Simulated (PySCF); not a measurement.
Atom-mapped SMILES (the numbers label the heavy atoms): `[CH3:1][c:2]1[cH:3][cH:4][c:5]([CH:6]=[O:7])[cH:8][cH:9]1`. Hydrogens are named by the atom that carries them.

- PBE0/pcSseg-1 with gauge-including orbitals
- GFN2-xTB structure
- code: PySCF 2.14.0 with density-fitted response routines
- a single conformation, relativity neglected, isolated molecule, equivalent nuclei averaged

List the cross peaks expected in HSQC, COSY and HMBC spectra.

Answers



HSQC (one-bond C–H):
| δH | δC |
| --- | --- |
| 10.14 (H(C6)) | 195.1 (C6) |
| 8.16 (H(C4)/H(C8)) | 137.3 (C4/C8) |
| 7.66 (H(C3)/H(C9)) | 134.6 (C3/C9) |
| 2.60 (H(C1)) | 24.6 (C1) |

COSY cross peaks (H two or three bonds apart, from the bond graph; peaks can be absent where the dihedral angle is near 90°):
| δH | δH |
| --- | --- |
| 8.16 (H(C4)/H(C8)) | 7.66 (H(C3)/H(C9)) |

HMBC (two and three bonds, from the bond graph; two-bond peaks within aromatic rings are usually weak or absent):
| δH | δC |
| --- | --- |
| 10.14 (H(C6)) | 138.6 (C5), 137.3 (C4/C8) |
| 8.16 (H(C4)/H(C8)) | 195.1 (C6), 151.5 (C2), 138.6 (C5), 137.3 (C4/C8), 134.6 (C3/C9) |
| 7.66 (H(C3)/H(C9)) | 151.5 (C2), 138.6 (C5), 137.3 (C4/C8), 134.6 (C3/C9), 24.6 (C1) |
| 2.60 (H(C1)) | 151.5 (C2), 134.6 (C3/C9) |

Shifts are taken against calculated references (same method and geometry level): ¹H and ¹³C vs TMS.

Short H···H contacts in this conformer between protons four or more bonds apart (candidates for NOE cross peaks, intensity ∝ r⁻⁶): H(C6)···H(C8) 2.37 Å, H(C1)···H(C3) 2.45 Å.

Shifts are as computed. Against solution values, carbons near 30 ppm lie about +3 ppm off and those near 130 ppm about +5 ppm (rms about the fit 2.1 ppm; single classes can miss by 10 ppm). Of 1328 compounds with measured shifts, 309 miss one by over three times the rms of a fit or turn the order of signals round; such compounds aren't used in these exercises. Signals without a measured value on file couldn't be tested in this way; 1H shifts scatter by 0.2 ppm about their fit, and single ones miss by 0.5 ppm.
